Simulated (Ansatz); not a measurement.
```yaml
crystal:
  periodic: [true, true, true]
  atoms:
    - {symbol: Au, position_ang: [0.504301, -1.263245, -0.124733]}
    - {symbol: Si, position_ang: [0.239114, -0.018328, 1.945076]}
    - {symbol: Si, position_ang: [-0.293117, 0.151992, -1.931786]}
    - {symbol: Si, position_ang: [-0.450288, 1.129590, 0.111443]}
basis:
  gaussian: {orbitals: def2-SVPD}
total_charge: 1
hamiltonian: {xc: {name: SPW92}}
output: {forces: true}
```

```sh
$ ansatz run in.yaml --threads 4 --pin off --events-out ev --progress --plain --max-ram 3916MiB
```

It prints (some lines left out):

```
Error: YAML parse error: error: line 2 column 3: crystal: missing field `lattice` (a structure is typed as `lattice` and `atoms`, a molecule's as `atoms` in Å alone, or read from a run's directory, `checkpoint`)
 --> <input>:2:3
1 | crystal:
2 |   periodic: [true, true, true]
3 |   atoms:
4 |     - {symbol: Au, position_ang: [0.504301, -1.263245, -0.124733]}
```

In this input the species is marked periodic without a cell. The program refused the input.
